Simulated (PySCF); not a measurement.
Bonds broken one at a time in the series In NH2-H. Isolated molecules, 0 K electronic values unless said otherwise. One relaxed conformer stands for each flexible species; it need not be the lowest. Strings in code marks are SMILES.

All values below come from TPSSh-D3(BJ)/def2-TZVP // CAM-B3LYP-D3(BJ)/def2-TZVP in PySCF. 

```
species                             LUMO (eV)  HOMO–LUMO gap (eV)
----------------------------------  ---------  ------------------
whole molecule (`[NH2][InH][NH2]`)          …                5.18
radical fragment (`[NH2][InH]`)             –                   –
whole molecule (`[NH2][InH2]`)          -1.33                4.87
radical fragment (`[InH2]`)                 –                   –
whole molecule (`[InH3]`)               -2.17                5.47
```

**Question.** Fill in the missing entries.

**Answer.** 
- whole molecule (`[NH2][InH][NH2]`), LUMO (eV): -0.61
